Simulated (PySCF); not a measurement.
**How methods differ on the ionisation energy of Zn⁺**

Zn⁺ [Ar] 3d10 4s1 (2S) → Zn²⁺ [Ar] 3d10 (1S), as a difference of total energies. All numbers are calculated (PySCF 2.14, no relativity, point nucleus, in def2-SVP). Correlated levels: valence: [Ar] frozen. The calculations carry no spin-orbit coupling.

```json
{"method": "UHF", "ionisation energy (eV)": "16.432", "difference from reference (eV)": "-1.532"}
{"method": "MN15", "ionisation energy (eV)": "17.267", "difference from reference (eV)": "-0.697"}
{"method": "B3LYP", "ionisation energy (eV)": "17.996", "difference from reference (eV)": "+0.032"}
{"method": "MP2 (valence)", "ionisation energy (eV)": "16.785", "difference from reference (eV)": "-1.179"}
{"method": "SCS-MP2 (valence)", "ionisation energy (eV)": "16.736", "difference from reference (eV)": "-1.228"}
{"method": "CCSD (valence)", "ionisation energy (eV)": "16.755", "difference from reference (eV)": "-1.209"}
{"method": "CCSD(T) (valence)", "ionisation energy (eV)": "16.777", "difference from reference (eV)": "-1.187"}
```

Reference: 17.964 eV (measured; NIST Atomic Spectra Database, ionization energies).

These non-relativistic numbers lack the scalar-relativistic shift.

Errors of the correlated levels include the incompleteness of this basis and the frozen core.
